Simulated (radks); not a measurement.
Valence configurations of Al I (all share [Ne]). All-electron calculation, scalar-relativistic Kohn-Sham, PBE, spin-polarised, spherical densities, finite nucleus; open shells are filled with parallel spins first; Fermi nuclear charge, rms radius 3.061 fm. Program: a radial shooting solver on a logarithmic mesh with Libxc functionals. Energies are relative to 3s2 3p1; eigenvalues in eV for spin up.

valence      E (eV)  moment (Bohr magnetons)   e(3p)   e(3s)
3s2 3p1       0.000                        1  -3.010  -8.046
3s1.5 3p1.5   1.944                        2  -3.516  -8.708
3s1 3p2       3.515                        3  -3.907  -9.260
3s0.5 3p2.5   6.204                        3  -4.194  -9.597
3p3           8.917                        3  -4.464       -

NIST lists [Ne] 3s2 3p1 as the ground configuration; this level of theory agrees among the configurations tried. The energies are those of spherical high-spin densities, not of single terms.
